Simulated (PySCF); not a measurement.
## Deuteron quadrupole couplings in `CC[P@@](C)(=S)P(C)C`

Compound: C5H14P2S.
Atom-mapped SMILES: `[CH3:1][CH2:2][P@@:3]([CH3:4])(=[S:5])[P:6]([CH3:7])[CH3:8]` (hydrogens: H9, H10, H11 on C1; H12, H13 on C2; H14, H15, H16 on C4; H17, H18, H19 on C7; H20, H21, H22 on C8)

Structure used (GFN2-xTB), in Å, numbered top down from 1:
```xyz
22
C5H14P2S angstrom
C     -2.3762    0.0239   -0.9564
C     -1.5977   -1.0887   -0.2745
P     -0.1459   -0.4995    0.7082
C     -0.8877    0.6224    1.9639
S      0.8843   -1.9665    1.4826
P      0.9401    0.9008   -0.6526
C      2.3834    1.1118    0.4776
C      1.6401   -0.4363   -1.7155
H     -3.1212   -0.3989   -1.6277
H     -1.7051    0.6547   -1.5383
H     -2.8885    0.6456   -0.2262
H     -2.2279   -1.6571    0.4171
H     -1.1990   -1.7962   -1.0082
H     -1.7188    0.1105    2.4482
H     -1.2269    1.5451    1.4977
H     -0.1279    0.8447    2.7118
H      2.1394    1.8318    1.2574
H      3.2223    1.4989   -0.0991
H      2.6580    0.1563    0.9306
H      0.8860   -0.7827   -2.4206
H      1.9797   -1.2704   -1.0975
H      2.4792   -0.0308   -2.2792
```

Level: PBE0/pcSseg-1 (PySCF, non-relativistic); Q(2H) = 0.00286 b; rigid geometry, the same for H and D, with no vibrational averaging.

Problem. Give the electric field gradient Vzz (the principal value of largest size), its asymmetry and the 2H coupling at each hydrogen.

Solution. 
```json
{"atom": "H9", "bonded to": "C1", "bond length (Å)": "1.088", "Vzz (au)": "0.3138", "η": "0.02", "χzz (kHz)": "211"}
{"atom": "H10", "bonded to": "C1", "bond length (Å)": "1.089", "Vzz (au)": "0.3049", "η": "0.04", "χzz (kHz)": "205"}
{"atom": "H11", "bonded to": "C1", "bond length (Å)": "1.087", "Vzz (au)": "0.3146", "η": "0.03", "χzz (kHz)": "211"}
{"atom": "H12", "bonded to": "C2", "bond length (Å)": "1.095", "Vzz (au)": "0.2995", "η": "0.02", "χzz (kHz)": "201"}
{"atom": "H13", "bonded to": "C2", "bond length (Å)": "1.094", "Vzz (au)": "0.2992", "η": "0.02", "χzz (kHz)": "201"}
{"atom": "H14", "bonded to": "C4", "bond length (Å)": "1.090", "Vzz (au)": "0.3124", "η": "0.02", "χzz (kHz)": "210"}
{"atom": "H15", "bonded to": "C4", "bond length (Å)": "1.088", "Vzz (au)": "0.3135", "η": "0.01", "χzz (kHz)": "211"}
{"atom": "H16", "bonded to": "C4", "bond length (Å)": "1.089", "Vzz (au)": "0.3118", "η": "0.02", "χzz (kHz)": "210"}
{"atom": "H17", "bonded to": "C7", "bond length (Å)": "1.089", "Vzz (au)": "0.3156", "η": "0.02", "χzz (kHz)": "212"}
{"atom": "H18", "bonded to": "C7", "bond length (Å)": "1.089", "Vzz (au)": "0.3158", "η": "0.02", "χzz (kHz)": "212"}
{"atom": "H19", "bonded to": "C7", "bond length (Å)": "1.092", "Vzz (au)": "0.2941", "η": "0.01", "χzz (kHz)": "198"}
{"atom": "H20", "bonded to": "C8", "bond length (Å)": "1.089", "Vzz (au)": "0.3159", "η": "0.02", "χzz (kHz)": "212"}
{"atom": "H21", "bonded to": "C8", "bond length (Å)": "1.092", "Vzz (au)": "0.2956", "η": "0.01", "χzz (kHz)": "199"}
{"atom": "H22", "bonded to": "C8", "bond length (Å)": "1.089", "Vzz (au)": "0.3158", "η": "0.02", "χzz (kHz)": "212"}
```

The structure is a single GFN2-xTB conformer in the gas phase; no vibrational or solvent corrections. GFN2-xTB bond lengths can be off by several hundredths of an ångström, more for odd bonds, and the gradients follow them. With a basis this small, the couplings can be 20 % off.
